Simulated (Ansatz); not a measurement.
Coupled-cluster diagnostics for the cluster Mg₂F₅⁻ (the lowest singlet isomer of a short search), Ansatz.

Geometry of the singlet (PBE-D4/def2-SVPD):

Cartesian coordinates in Å:
```
Mg -0.4005 -0.4503 -1.1280
Mg 0.4005 0.4504 1.1280
F -0.4964 1.3776 -0.3737
F 1.4144 -0.4109 -0.3381
F -0.9181 -0.9665 0.7118
F 0.9721 1.0931 2.7384
F -0.9720 -1.0934 -2.7384
```

Correlated methods freeze 7 core orbitals; core or outer-core shells of Mg are correlated, in sets that lack core-valence functions. The structure comes from a short search, and lower isomers may exist.

(1) Estimate the CCSD(T) correlation energy, the shares of MP2 and (T), T1 and the reference's ⟨S²⟩ for: charge -1, singlet, own geometry in def2-SVPD; and the rough time on 4 threads of Arm Neoverse V2 on a shared host.

Answers

(1) 
| state | basis | correlation (eV) | MP2 share (%) | (T) share (%) | T1 | ⟨S²⟩ (pure) | wall time |
| --- | --- | --- | --- | --- | --- | --- | --- |
| charge -1, singlet, own geometry | def2-SVPD | -31.033 | 97.8 | 2.0 | 0.014 | 0.00 (0.00) | 89 s |
Customary marks for T1 are 0.02 (closed shells), 0.045 (open shells) and about 0.05 (3d metals). T1 stays under 0.02 throughout.
